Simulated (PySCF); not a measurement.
# What a mistake does to a calculation on AlH4N2Si

All numbers below are calculated, not measured. The program is PySCF 2.14.0, an open-source quantum chemistry code, run on an isolated molecule that a program drew, which may never have been made. The molecule is AlH4N2Si (charge 0, doublet), drawn as the SMILES string `[NH2][Al][N]=[SiH2]`.

Each row is a Hartree-Fock (HF) and frozen-core CCSD(T) single point in the cc-pV(D+d)Z basis, meant for a local HF minimum. Run 1 is clean. Each other run has one planted mistake out of seven kinds, and not every kind appears here: one electron removed, one electron added, multiplicity raised by two, geometry at a saddle point, minimal basis STO-3G, one bond length entered in bohr, all coordinates scaled. The reference is restricted for singlets and unrestricted otherwise, and also for a bond in bohr. Adding or removing an electron swaps singlet and doublet. Electrons count all cores. HOMO and LUMO are orbital energies over both spins, the gradient is its largest component, and the lowest frequency (negative if imaginary) is given only where the gradient is small. Bond lengths are over the 7 bonds as drawn. T1 is the CCSD diagnostic: over 0.02 (restricted) or 0.045 (unrestricted) a single reference is doubtful.

Geometry of the clean run:
```xyz
8
AlH4N2Si, angstrom
N    -3.4787   -0.6297   -2.0849
Al   -2.7417    0.6789   -1.1409
N    -1.2996    0.3697   -0.1793
Si   -0.0271    0.2257    0.7086
H    -3.1399   -1.5737   -2.1280
H    -4.2970   -0.5358   -2.6559
H     1.3574    0.4382    0.2433
H    -0.0302   -0.1462    2.1370
```

```
run  electrons  basis functions  <S^2>  HOMO (eV)  LUMO (eV)  gradient (hartree/bohr)  lowest frequency (cm^-1)  mean bond (Å)  longest bond (Å)      T1  HF (hartree)  CCSD(T) (hartree)                     mistake
  1         45               94  0.757      -7.52       1.57                  6.0e-06                        72         1.4359             1.774  0.0196    -642.10101         -642.62619                    no fault
  2         45               94  3.773      -5.74       0.16                  1.3e-01                         -         1.4359             1.774  0.0251    -642.00801         -642.49593  multiplicity raised by two
  3         45               94  0.754      -7.45       1.55                  3.3e-05                       -92         1.4376             1.772  0.0199    -642.09866         -642.62398  geometry at a saddle point
  4         46               94  0.000       0.16       6.08                  6.0e-02                         -         1.4359             1.774  0.0272    -642.06071         -642.63034          one electron added
  5         45               94  1.638      -7.63       1.19                  1.4e-02                         -         1.6235             2.789  0.0412    -641.99538         -642.51056                           ?
  6         45               94  0.754      -7.21       1.79                  5.7e-02                         -         1.3655             1.687  0.0176    -642.07577         -642.58947                           ?
```

**Which mistake was planted in run 5, and what did it cost?**

The mean bond changes by a factor of 1.131 and the longest by 1.572, so the molecule wasn't scaled as a whole. A length L in bohr read as angstrom grows by (1/0.5292 - 1) L = 0.890 L. The 7 bonds together grew by 7 x 0.1876 = 1.313 Å, which gives L = 1.476 Å. That is the length of one of the H-Si bonds, 1.476 Å in the clean geometry. So the mistake is: one bond length entered in bohr. Subtracting run 1 and multiplying by 627.51 kcal/mol a hartree, the energy moved by 66.3 kcal/mol in HF and 72.6 kcal/mol in CCSD(T).

**Which mistake was planted in run 6, and what did it cost?**

The mean and the longest bond both change by the same factor, 0.951, and the gradient is no longer small. So the mistake is: all coordinates scaled. Subtracting run 1 and multiplying by 627.51 kcal/mol a hartree, the energy moved by 15.8 kcal/mol in HF and 23.0 kcal/mol in CCSD(T).

Cautions from the logs. Run 4: T1 is over the limit, so its CCSD(T) energy is less reliable and the HOMO is above zero, so the electron isn't bound and the energy depends on the basis.
